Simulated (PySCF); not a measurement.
C₅H₈O₂, charge -1, doublet, at a GFN2-xTB geometry (a state made from the parent by changing its charge; the spin is typed, not shown lowest) (in this run its highest filled SCF level lies above zero, so its values depend strongly on the basis, on diffuse functions most of all); B3LYP/STO-3G in PySCF.

PySCF was given this input:
```python
from pyscf import gto, scf, dft

mol = gto.M(
    atom='''
C     2.632575    0.015546    0.274197
C     1.167823   -0.448072    0.175201
O     0.920784   -1.693618    0.295945
C     0.243045    0.584127   -0.043289
C    -1.131382    0.486470   -0.175901
C    -1.919740   -0.771156   -0.110493
O    -1.919327    1.658812   -0.396545
H     2.953905    0.512972   -0.645886
H     2.770732    0.718657    1.101110
H     3.273465   -0.848831    0.443163
H     0.664325    1.589044   -0.117433
H    -2.654498   -0.750819    0.704318
H    -2.471522   -0.956282   -1.040797
H    -1.208833   -1.576497    0.058864
H    -1.293155    2.388717   -0.416826
''',
    basis='sto-3g',
    charge=-1,
    spin=1,
    verbose=4,
)

mf = dft.UKS(mol)
mf.xc = 'b3lyp'
mf.kernel()
```

It wrote (shortened):

```
PySCF version 2.14.0

[INPUT] verbose = 4
[INPUT] num. atoms = 15
[INPUT] num. electrons = 55
[INPUT] charge = -1
[INPUT] spin (= nelec alpha-beta = 2S) = 1
[INPUT] symmetry False subgroup None
[INPUT] Mole.unit = angstrom
[INPUT] Symbol           X                Y                Z      unit          X                Y                Z       unit  Magmom
[INPUT]  1 C      2.632575000000   0.015546000000   0.274197000000 AA    4.974845752377   0.029377682332   0.518157234177 Bohr   0.0
[INPUT]  2 C      1.167823000000  -0.448072000000   0.175201000000 AA    2.206865631968  -0.846733364086   0.331081906750 Bohr   0.0
[INPUT]  3 O      0.920784000000  -1.693618000000   0.295945000000 AA    1.740029579882  -3.200474179634   0.559254997934 Bohr   0.0
[INPUT]  4 C      0.243045000000   0.584127000000  -0.043289000000 AA    0.459288485945   1.103840051964  -0.081804354206 Bohr   0.0
[INPUT]  5 C     -1.131382000000   0.486470000000  -0.175901000000 AA   -2.138002122263   0.919295067817  -0.332404715037 Bohr   0.0
[INPUT]  6 C     -1.919740000000  -0.771156000000  -0.110493000000 AA   -3.627782830373  -1.457273639315  -0.208801508682 Bohr   0.0
[INPUT]  7 O     -1.919327000000   1.658812000000  -0.396545000000 AA   -3.627002373483   3.134700372142  -0.749361446066 Bohr   0.0
[INPUT]  8 H      2.953905000000   0.512972000000  -0.645886000000 AA    5.582071447983   0.969376589570  -1.220547647691 Bohr   0.0
[INPUT]  9 H      2.770732000000   0.718657000000   1.101110000000 AA    5.235924644568   1.358064907502   2.080796333020 Bohr   0.0
[INPUT] 10 H      3.273465000000  -0.848831000000   0.443163000000 AA    6.185952328349  -1.604058116041   0.837456698541 Bohr   0.0
[INPUT] 11 H      0.664325000000   1.589044000000  -0.117433000000 AA    1.255392307702   3.002857959883  -0.221916207986 Bohr   0.0
[INPUT] 12 H     -2.654498000000  -0.750819000000   0.704318000000 AA   -5.016274218206  -1.418842279120   1.330968124601 Bohr   0.0
[INPUT] 13 H     -2.471522000000  -0.956282000000  -1.040797000000 AA   -4.670499690837  -1.807111077851  -1.966821281269 Bohr   0.0
[INPUT] 14 H     -1.208833000000  -1.576497000000   0.058864000000 AA   -2.284363300336  -2.979147566198   0.111236838596 Bohr   0.0
[INPUT] 15 H     -1.293155000000   2.388717000000  -0.416826000000 AA   -2.443708786612   4.514020919093  -0.787686981598 Bohr   0.0

nuclear repulsion = 289.689491556826
number of shells = 29
number of NR pGTOs = 129
number of NR cGTOs = 43
basis = sto-3g
ecp = {}

******** <class 'pyscf.dft.uks.UKS'> ********
method = UKS
initial guess = minao
damping factor = 0
level_shift factor = 0
DIIS = <class 'pyscf.scf.diis.CDIIS'>
diis_start_cycle = 1
diis_space = 8
diis_damp = 0
SCF conv_tol = 1e-09
SCF conv_tol_grad = None
SCF max_cycles = 50
direct_scf = True
direct_scf_tol = 1e-13
number electrons alpha = 28  beta = 27
XC library pyscf.dft.libxc version 7.1.2
    S. Lehtola, C. Steigemann, M. J. T. Oliveira, and M. A. L. Marques,  SoftwareX 7, 1–5 (2018)
XC functionals = b3lyp
    P. J. Stephens, F. J. Devlin, C. F. Chabalowski, and M. J. Frisch,  J. Phys. Chem. 98, 11623 (1994)
radial grids:
    Treutler-Ahlrichs [JCP 102, 346 (1995); DOI:10.1063/1.469408] (M4) radial grids

becke partition: Becke, JCP 88, 2547 (1988); DOI:10.1063/1.454033
pruning grids: <function nwchem_prune>
grids dens level: 3
symmetrized grids: False
atomic radii adjust function: <function treutler_atomic_radii_adjust>
small_rho_cutoff = 0
Set gradient conv threshold to 3.16228e-05
tot grids = 177224
init E= -342.123617947947

cycle= 1 E= -340.912327272997  delta_E= 1.21  |g|= 0.506  |ddm|= 3.61
cycle= 2 E= -339.181836005671  delta_E= 1.73  |g|= 1.58  |ddm|= 2.82
cycle= 3 E= -341.089214400058  delta_E= -1.91  |g|= 0.247  |ddm|= 2.51
cycle= 4 E= -341.133476812486  delta_E= -0.0443  |g|= 0.075  |ddm|= 0.57
cycle= 5 E= -341.138276725864  delta_E= -0.0048  |g|= 0.0229  |ddm|= 0.167
cycle= 6 E= -341.138615028434  delta_E= -0.000338  |g|= 0.0135  |ddm|= 0.0538
cycle= 7 E= -341.138802724864  delta_E= -0.000188  |g|= 0.00586  |ddm|= 0.0292
cycle= 8 E= -341.138845329043  delta_E= -4.26e-05  |g|= 0.00149  |ddm|= 0.0179
cycle= 9 E= -341.138847152533  delta_E= -1.82e-06  |g|= 0.000687  |ddm|= 0.0037
cycle= 10 E= -341.138847585964  delta_E= -4.33e-07  |g|= 0.000165  |ddm|= 0.00172
cycle= 11 E= -341.138847616732  delta_E= -3.08e-08  |g|= 6.74e-05  |ddm|= 0.000496
cycle= 12 E= -341.138847620847  delta_E= -4.12e-09  |g|= 3.19e-05  |ddm|= 0.000157
cycle= 13 E= -341.138847622228  delta_E= -1.38e-09  |g|= 5.77e-06  |ddm|= 0.000132
cycle= 14 E= -341.138847622269  delta_E= -4.16e-11  |g|= 2.64e-06  |ddm|= 1.74e-05
Extra cycle  E= -341.138847622272  delta_E= -3.07e-12  |g|= 2.28e-06  |ddm|= 7.87e-06
converged SCF energy = -341.138847622272  <S^2> = 0.76816731  2S+1 = 2.0180855
```
